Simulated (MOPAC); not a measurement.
MOPAC input (AM1):

```
AM1 FORCE THERMO(298,298) PRECISE LET UHF MS=0.5 GEO-OK AUX(PRECISION=9) THREADS=1
H4ClN2Si

N    -1.22799095 1   -1.21700951 1   -0.59247046 1
Si    0.00333206 1   -0.44733202 1    0.24637683 1
N     1.53802339 1   -0.99664384 1   -0.14758222 1
Cl   -0.15625821 1    1.60399117 1    0.21876551 1
H    -2.18425509 1   -1.06644132 1   -0.40540443 1
H    -1.09890866 1   -1.83730666 1   -1.34687319 1
H     2.35314363 1   -0.70496806 1    0.32423985 1
H     1.74768182 1   -1.61126614 1   -0.88846123 1
```

From the output:

```
     H    8   0.820348   7.178768

          HEAT OF FORMATION =     -88.341724 KCALS/MOLE

          ZERO POINT ENERGY      34.707 KCAL/MOL

           NORMAL COORDINATE ANALYSIS (Total motion = 1 Angstrom)

   Root No.       1         2         3         4         5         6         7         8

                 1 A"      2 A"      1 A'      2 A'      3 A'      4 A'      3 A"      5 A'

                 134.5     221.0     221.9     240.5     274.0     387.8     657.2     718.8

           1    0.0333    0.0219   -0.0077    0.0068   -0.0178    0.0634    0.0032    0.0040
           2   -0.0337   -0.0199    0.0410    0.0091   -0.0731    0.0122   -0.0056    0.0061
           3    0.0338    0.0334   -0.0493    0.0338    0.0024    0.0189    0.0446   -0.0441
           4    0.0342    0.0219   -0.0069    0.0104   -0.0230    0.0664   -0.0001    0.0005
           5    0.0223    0.0142    0.0106   -0.0159    0.0354   -0.1021   -0.0001   -0.0007
           6    0.0000    0.0000    0.0593   -0.0459    0.0287    0.1210   -0.0000    0.0152
           7   -0.0174   -0.0094   -0.0344   -0.0111    0.0741   -0.0367   -0.0039   -0.0072
           8    0.0441    0.0281    0.0236   -0.0025   -0.0133   -0.0531    0.0052   -0.0012
           9   -0.0338   -0.0334   -0.0493    0.0338    0.0024    0.0189   -0.0446   -0.0441
          10   -0.0336   -0.0219    0.0255   -0.0054   -0.0100   -0.0610   -0.0007   -0.0008
          11   -0.0219   -0.0143   -0.0392    0.0083    0.0155    0.0938   -0.0005    0.0012
          12   -0.0000   -0.0000    0.0026    0.0020   -0.0236   -0.1044    0.0000   -0.0024
          13    0.0606    0.0434   -0.0216   -0.0160    0.0662   -0.0203    0.0020    0.0063
          14   -0.0745   -0.0134    0.0355   -0.0022   -0.1418    0.0756    0.0256   -0.0252
          15    0.2390   -0.1567    0.0866    0.2776    0.1061   -0.0301   -0.2284    0.2216
          16    0.0085    0.0021    0.0036    0.0315   -0.0998    0.1433   -0.0087    0.0151
          17   -0.0243   -0.0695    0.0843    0.0547   -0.1135    0.0856    0.0267   -0.0262
          18   -0.1413    0.2569   -0.2729   -0.1431   -0.1234   -0.0832   -0.2228    0.2212
          19   -0.0435    0.0053   -0.0237    0.0084    0.1028   -0.0609    0.0241    0.0204
          20    0.0856    0.0451    0.0341    0.0137   -0.1180    0.0492   -0.0086   -0.0160
          21   -0.2390    0.1568    0.0866    0.2776    0.1061   -0.0301    0.2284    0.2216
          22   -0.0188   -0.0626   -0.0784   -0.0627    0.1442   -0.1362    0.0208    0.0177
          23    0.0175    0.0301    0.0309   -0.0066    0.0454   -0.0963   -0.0188   -0.0245
          24    0.1414   -0.2569   -0.2729   -0.1431   -0.1233   -0.0833    0.2228    0.2212

   Root No.       9        10        11        12        13        14        15        16

                 4 A"      6 A'      7 A'      5 A"      8 A'      6 A"      7 A"      9 A'

                 826.9     884.2     960.3    1033.6    1726.3    1726.5    3534.5    3535.1

           1   -0.0139   -0.0528   -0.0977   -0.1390    0.0291   -0.0286    0.0002   -0.0000
           2    0.0359   -0.0435    0.0290   -0.0094    0.0004   -0.0005   -0.0268    0.0269
           3    0.0028   -0.0057   -0.0000    0.0010   -0.0005    0.0004   -0.0035    0.0035
           4    0.0008    0.0040    0.0414    0.1139   -0.0004    0.0006   -0.0003   -0.0002
           5    0.0005   -0.0061   -0.0636    0.0741    0.0007    0.0004   -0.0002    0.0004
           6    0.0000    0.0037    0.0007    0.0000    0.0000    0.0000    0.0000    0.0001
           7    0.0272    0.0611    0.0130   -0.0648   -0.0121   -0.0120   -0.0244   -0.0246
           8   -0.0273    0.0307    0.1011   -0.1233   -0.0264   -0.0260    0.0111    0.0109
           9   -0.0028   -0.0057   -0.0000   -0.0010   -0.0005   -0.0004    0.0035    0.0035
          10    0.0007    0.0003   -0.0003    0.0001   -0.0000    0.0000   -0.0000    0.0000
          11    0.0005   -0.0004    0.0005    0.0001    0.0000    0.0000   -0.0000   -0.0000
          12   -0.0000   -0.0001   -0.0008   -0.0000   -0.0001    0.0000   -0.0000    0.0000
          13    0.1905   -0.2458    0.0514   -0.1943   -0.1948    0.1943    0.1370   -0.1373
          14   -0.1068    0.0907   -0.0758    0.0377    0.1318   -0.1311    0.1957   -0.1962
          15   -0.0044    0.0116    0.0002   -0.0097    0.0225   -0.0222    0.0216   -0.0216
          16   -0.2135    0.1341   -0.2519   -0.0915   -0.1888    0.1901   -0.1393    0.1390
          17   -0.1124    0.0940   -0.0920    0.0237   -0.1379    0.1384    0.1844   -0.1838
          18   -0.0188    0.0179    0.0046   -0.0035   -0.0143    0.0143    0.0288   -0.0287
          19   -0.0206    0.0166    0.0484   -0.0442   -0.0416   -0.0412    0.2344    0.2350
          20    0.2174    0.2615   -0.0776   -0.1929    0.2315    0.2307    0.0461    0.0461
          21    0.0044    0.0116    0.0002    0.0097    0.0226    0.0222   -0.0215   -0.0215
          22   -0.1893   -0.1403    0.1860   -0.0154    0.2025    0.2035    0.1122    0.1118
          23   -0.1497   -0.0845    0.1931   -0.0932    0.1168    0.1178   -0.2021   -0.2015
          24    0.0187    0.0178    0.0047    0.0034   -0.0142   -0.0142   -0.0288   -0.0287

   Root No.      17        18

                 8 A"     10 A'

                3596.4    3598.6

           1   -0.0176    0.0178
           2    0.0000   -0.0000
           3    0.0005   -0.0005
           4   -0.0005    0.0002
           5   -0.0003   -0.0003
           6   -0.0000    0.0000
           7   -0.0071   -0.0072
           8   -0.0161   -0.0163
           9   -0.0005   -0.0005
          10    0.0000   -0.0000
          11    0.0000    0.0000
          12    0.0000   -0.0000
          13    0.1214   -0.1207
          14    0.2030   -0.2025
          15    0.0233   -0.0233
          16    0.1321   -0.1325
          17   -0.2032    0.2038
          18   -0.0310    0.0309
          19    0.2348    0.2341
          20    0.0289    0.0284
          21   -0.0232   -0.0232
          22   -0.1324   -0.1327
          23    0.2031    0.2037
          24    0.0310    0.0309

           MASS-WEIGHTED COORDINATE ANALYSIS (NORMAL COORDINATES)

   Root No.       1         2         3         4         5         6         7         8

                 1 A"      2 A"      1 A'      2 A'      3 A'      4 A'      3 A"      5 A'

                 134.5     221.0     221.9     240.5     274.0     387.8     657.2     718.8

           1    0.2038    0.1505   -0.0414    0.0454   -0.1037    0.1736    0.0229    0.0294
           2   -0.2064   -0.1372    0.2212    0.0610   -0.4261    0.0333   -0.0409    0.0447
           3    0.2067    0.2298   -0.2660    0.2259    0.0139    0.0517    0.3243   -0.3214
           4    0.2966    0.2131   -0.0528    0.0983   -0.1901    0.2575   -0.0010    0.0047
           5    0.1931    0.1387    0.0809   -0.1509    0.2919   -0.3957   -0.0007   -0.0073
           6    0.0001    0.0000    0.4533   -0.4345    0.2366    0.4692   -0.0000    0.1566
           7   -0.1061   -0.0644   -0.1855   -0.0742    0.4316   -0.1006   -0.0280   -0.0526
           8    0.2700    0.1932    0.1275   -0.0168   -0.0777   -0.1453    0.0376   -0.0087
           9   -0.2067   -0.2298   -0.2662    0.2259    0.0140    0.0517   -0.3243   -0.3215
          10   -0.3273   -0.2401    0.2190   -0.0576   -0.0931   -0.2659   -0.0085   -0.0092
          11   -0.2130   -0.1563   -0.3363    0.0885    0.1432    0.4085   -0.0055    0.0141
          12   -0.0001   -0.0001    0.0221    0.0215   -0.2191   -0.4545    0.0000   -0.0273
          13    0.0994    0.0802   -0.0313   -0.0287    0.1035   -0.0149    0.0039    0.0122
          14   -0.1222   -0.0247    0.0513   -0.0040   -0.2216    0.0555    0.0499   -0.0492
          15    0.3922   -0.2895    0.1254    0.4974    0.1659   -0.0221   -0.4453    0.4334
          16    0.0139    0.0039    0.0051    0.0564   -0.1560    0.1052   -0.0170    0.0296
          17   -0.0399   -0.1283    0.1221    0.0979   -0.1773    0.0629    0.0521   -0.0512
          18   -0.2319    0.4744   -0.3951   -0.2564   -0.1928   -0.0611   -0.4345    0.4326
          19   -0.0713    0.0098   -0.0344    0.0151    0.1606   -0.0447    0.0471    0.0399
          20    0.1405    0.0833    0.0494    0.0245   -0.1844    0.0361   -0.0167   -0.0312
          21   -0.3922    0.2895    0.1254    0.4975    0.1658   -0.0221    0.4453    0.4334
          22   -0.0309   -0.1156   -0.1136   -0.1123    0.2254   -0.1000    0.0406    0.0347
          23    0.0288    0.0556    0.0448   -0.0118    0.0709   -0.0707   -0.0367   -0.0479
          24    0.2319   -0.4744   -0.3952   -0.2564   -0.1927   -0.0612    0.4345    0.4326

   Root No.       9        10        11        12        13        14        15        16

                 4 A"      6 A'      7 A'      5 A"      8 A'      6 A"      7 A"      9 A'

                 826.9     884.2     960.3    1033.6    1726.3    1726.5    3534.5    3535.1

           1   -0.1029   -0.3453   -0.4664   -0.4831    0.2190   -0.2156    0.0016   -0.0003
           2    0.2658   -0.2846    0.1384   -0.0325    0.0027   -0.0035   -0.2024    0.2031
           3    0.0208   -0.0375   -0.0002    0.0033   -0.0038    0.0032   -0.0266    0.0267
           4    0.0084    0.0368    0.2797    0.5606   -0.0047    0.0062   -0.0028   -0.0024
           5    0.0055   -0.0566   -0.4298    0.3649    0.0072    0.0041   -0.0018    0.0037
           6    0.0000    0.0347    0.0045    0.0001    0.0000    0.0000    0.0000    0.0007
           7    0.2014    0.3998    0.0621   -0.2253   -0.0912   -0.0905   -0.1844   -0.1856
           8   -0.2017    0.2006    0.4826   -0.4285   -0.1992   -0.1957    0.0834    0.0825
           9   -0.0208   -0.0373   -0.0001   -0.0035   -0.0039   -0.0033    0.0266    0.0267
          10    0.0084    0.0026   -0.0021    0.0006   -0.0003    0.0004   -0.0002    0.0000
```
